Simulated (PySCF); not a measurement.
Computed data (PySCF 2.14.0 with density-fitted response routines): shieldings: GIAO PBE0/pcSseg-1, geometry from GFN2-xTB. Rapidly exchanging positions averaged, no relativistic terms, single conformer, in vacuum.

Chemical shifts δ = σref − σ; $^{1}$H, $^{13}$C against TMS, all at this level. Shifts are as computed. Against solution values, carbons near 30 ppm lie about +3 ppm off and those near 130 ppm about +5 ppm; carbons on Cl a further +6 ppm (rms about the fit 2.1 ppm; single classes can miss by 10 ppm). Of 1328 compounds with measured shifts, 309 miss one by over three times the rms of a fit or turn the order of signals round; such compounds aren't used in these exercises. Signals without a measured value on file couldn't be tested in this way; 1H shifts scatter by 0.2 ppm about their fit, and single ones miss by 0.5 ppm. Carbons bonded to Cl come out too deshielded.

(1) Order these molecules by the shift of their most shielded carbon, lowest δ first.
A. C1=Cc2ccccc2[SiH2]1
B. C=C/C(=C(/F)Cl)C(F)(F)F
C. C=CCC=C

(2) Order these molecules by the shift of their most deshielded carbon-bound hydrogen, lowest δ first.
A. C=CCC=C
B. ClC(Cl)C=C1C=CC=C1
C. C1=Cc2ccccc2[SiH2]1

(3) How many $^{13}$C and $^{1}$H signals does each give (equivalence by symmetry and fast rotation, but not about amide C–N or C=N bonds)? `C=CCC=C`, `C1=Cc2ccccc2[SiH2]1`, `ClC(Cl)C=C1C=CC=C1`, `C=C/C(=C(/F)Cl)C(F)(F)F`

Answers

(1) C (47.2 ppm, allylic sp3 CH2), B (116.5 ppm, fully substituted alkene carbon), A (130.1 ppm, aromatic CH).

(2) A (5.98 ppm, hydrogen on an alkene CH), B (6.79 ppm, hydrogen on an alkene CH), C (7.91 ppm, hydrogen on an aromatic CH).

(3) C=CCC=C: 3 C, 4 H; C1=Cc2ccccc2[SiH2]1: 8 C, 7 H; ClC(Cl)C=C1C=CC=C1: 7 C, 6 H; C=C/C(=C(/F)Cl)C(F)(F)F: 5 C, 3 H.
